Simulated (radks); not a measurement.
The numbers below are computed, except where a source is named.
Problem. The mean radii <r> (bohr) of the occupied orbitals of an atom or ion are listed with their occupations. Code: a radial shooting solver on a logarithmic mesh with Libxc functionals. Model: Dirac Kohn-Sham, revPBE, spin-unpolarised, spherical densities, point nucleus.

| orbital | occ. | <r> |
|---|---|---|
| 1s1/2 | 2 | 0.01658 |
| 2s1/2 | 2 | 0.06923 |
| 2p1/2 | 2 | 0.05692 |
| 2p3/2 | 4 | 0.06560 |
| 3s1/2 | 2 | 0.1801 |
| 3p1/2 | 2 | 0.1704 |
| 3p3/2 | 4 | 0.1863 |
| 3d3/2 | 4 | 0.1621 |
| 3d5/2 | 6 | 0.1670 |
| 4s1/2 | 2 | 0.3990 |
| 4p1/2 | 2 | 0.4011 |
| 4p3/2 | 4 | 0.4353 |
| 4d3/2 | 4 | 0.4424 |
| 4d5/2 | 6 | 0.4536 |
| 5s1/2 | 2 | 0.9028 |
| 4f5/2 | 6 | 0.4793 |
| 4f7/2 | 8 | 0.4860 |
| 5p1/2 | 2 | 0.9728 |
| 5p3/2 | 4 | 1.070 |
| 5d3/2 | 4 | 1.435 |
| 5d5/2 | 6 | 1.496 |
| 6s1/2 | 1 | 2.514 |

Name the element and its charge. Open shells, if any, are shared by 2j + 1.

Solution. Z = 80, mercury, charge +1: Hg+ in [Xe] 4f14 5d10 6s1. The 1s radius gives Z: for a bare nucleus <r> = (2 gamma + 1)/(2Z) with gamma = sqrt(1 - (Z/c)^2), 0.0164 bohr for Z = 80, and screening makes it slightly larger (0.01658 here). The occupations add up to 79, and the charge is Z minus that.
